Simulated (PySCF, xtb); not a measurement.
CH7BO2Si, SMILES OB(O)C[SiH3]. The values are those of a single conformer.

Harmonic wavenumbers (cm⁻¹) from GFN2-xTB (xtb) at its own minimum, in rising order: 37, 102, 129, 329, 404, 472, 509, 510, 547, 567, 727, 763, 784, 789, 798, 815, 923, 969, 1018, 1131, 1228, 1319, 1480, 2236, 2243, 2248, 2968, 2980, 3656, 3660.

Task: What does PySCF with B3LYP-D3(BJ)/def2-SVP give at its own minimum? (An estimate is asked for; the answer gives what the named calculation found.)

Result: 46, 128, 162, 347, 450, 480, 506, 545, 571, 606, 759, 813, 822, 944, 955, 961, 990, 1012, 1029, 1100, 1338, 1410, 1470, 2200, 2218, 2224, 3031, 3085, 3880, 3892. Paired by order, the mean absolute difference is 63 cm⁻¹ and the zero-point energies are 52.0 and 54.3 kcal/mol.
